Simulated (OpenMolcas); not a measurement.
# Mo4+: effect of the active space

```
Program             : OpenMolcas
Method              : SS-CASPT2 or its RAS form, IPEA 0.25 Eh, imaginary shift 0.1 Eh
Basis               : ANO-R2
Scalar Hamiltonian  : X2C, finite nucleus
Spin-orbit coupling : RASSI with atomic mean-field integrals over the reference wave functions, term energies averaged over their components
```

A. 2 electrons in 5 orbitals (4d); 2S+1 = 3 even, 10 roots; 2S+1 = 1 even, 15 roots; closed shells correlated: 4s 4p; CASPT2 step of the order of 2.4 core-seconds
B. 8 electrons in 8 orbitals (RAS1 4p, at most 2 holes; RAS2 4d); 2S+1 = 3 even, 10 roots; 2S+1 = 1 even, 15 roots; closed shells correlated: 4s; CASPT2 step of the order of 7 core-seconds
C. 2 electrons in 10 orbitals (4d 5d); 2S+1 = 3 even, 10 roots; 2S+1 = 1 even, 15 roots; closed shells correlated: 4s 4p; CASPT2 step about 40 core-seconds

Energies in cm⁻¹ above 4d² ³F₂, the measured ground level; measured values from Sugar and Musgrove, J. Phys. Chem. Ref. Data 17, 155 (1988).

```json
{"Level": "4d² ³F₂", "A": "0.0", "B": "0.0", "C": "0.0", "Measured": "0.0"}
{"Level": "4d² ³F₃", "A": "1570", "B": "1670", "C": "1575", "Measured": "1578"}
{"Level": "4d² ³F₄", "A": "3340", "B": "3540", "C": "3350", "Measured": "3357"}
{"Level": "4d² ¹D₂", "A": "9900", "B": "10120", "C": "9960", "Measured": "10190"}
{"Level": "4d² ³P₀", "A": "11620", "B": "11480", "C": "11600", "Measured": "11161"}
{"Level": "4d² ³P₁", "A": "12270", "B": "12170", "C": "12230", "Measured": "11807"}
{"Level": "4d² ³P₂", "A": "13700", "B": "13760", "C": "13670", "Measured": "13408"}
{"Level": "4d² ¹G₄", "A": "16770", "B": "16580", "C": "16790", "Measured": "16354"}
{"Level": "4d² ¹S₀", "A": "37740", "B": "37370", "C": "38000", "Measured": "37738"}
```

Deviations, from unrounded energies. A percentage is the sum of absolute deviations over the sum of measured energies, with the sign that they share, or ± where signs differ.

```json
{"Against measurement": "mean absolute deviation (cm-1)", "Levels": "8", "A": "240", "B": "250", "C": "260"}
{"Against measurement": "fine structure of the ground term (%)", "Levels": "2", "A": "-0.5", "B": "+5.6", "C": "-0.2"}
{"Against measurement": "other terms of the ground configuration (%)", "Levels": "6", "A": "±1.9", "B": "±1.7", "C": "±2.0"}
```

A, B, C lie about equally close to measurement. The largest miss of A in the table is 4d² ³P₁, by +460 cm-1. The ranking rests on the paired levels alone, and a cruder setting can come out closer through cancelling errors.

The two smallest mean deviations differ by little beside CASPT2's spread within terms, so their order carries little weight.

Among A to C the level of the table that moves most is 4d² ¹S₀, by 630 cm-1 (lowest in B, highest in C). Moves below CASPT2's spread within the term are not significant.

Term energies are means over components that CASPT2 splits; among the terms shown or strongly mixed into the levels shown the widest spread is 680 cm-1 (4d² ³F, C). Active for correlation alone: 4p; no level in the range computed is led by a configuration that opens it, so any true level of that kind is missing (holds for B). Active for correlation alone: 5d; no level in the range computed is led by a configuration that fills it, so any true level of that kind is missing (holds for C). Computed and measured levels are paired by configuration, term and J; levels that our copy of the source lacks, or whose pairing is in doubt (as where it misses far off the trend of its configuration), stay unpaired and out of the deviations. Only configurations of the active space appear.
